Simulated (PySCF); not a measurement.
## Selenium: a sound run and one with changed settings

Sound run: Se [Ar] 3d10 4s2 4p4, Se⁺ [Ar] 3d10 4s2 4p3. All numbers are calculated (PySCF 2.14, scalar relativity by spin-free X2C-1e, in x2c-TZVPall). In the sound run the correlated levels freeze [Ar] 3d10. The sound run starts from symmetry-adapted Hartree-Fock orbitals and uses a fine grid where one is needed.

Changed run: a valence shell is frozen. This setting is unsound on purpose.

```csv
species,method,sound run (hartree),changed run (hartree),converged
Se,MP2,-2428.16641,-2428.11121,yes
Se,CCSD(T),-2428.18854,-2428.12010,yes
Se⁺,MP2,-2427.82770,-2427.76896,yes
Se⁺,CCSD(T),-2427.84464,-2427.77375,yes
```

Ionisation energy of Se:

```json
{"method": "UHF", "sound run (eV)": "8.543", "changed run (eV)": "8.543"}
{"method": "MP2", "sound run (eV)": "9.217", "changed run (eV)": "9.313"}
{"method": "SCS-MP2", "sound run (eV)": "9.282", "changed run (eV)": "9.476"}
{"method": "CCSD", "sound run (eV)": "9.329", "changed run (eV)": "9.399"}
{"method": "CCSD(T)", "sound run (eV)": "9.358", "changed run (eV)": "9.425"}
```

Freezing a valence shell removes pair correlation that changes on ionisation.

For comparison, NIST gives 9.752 eV between the lowest levels.
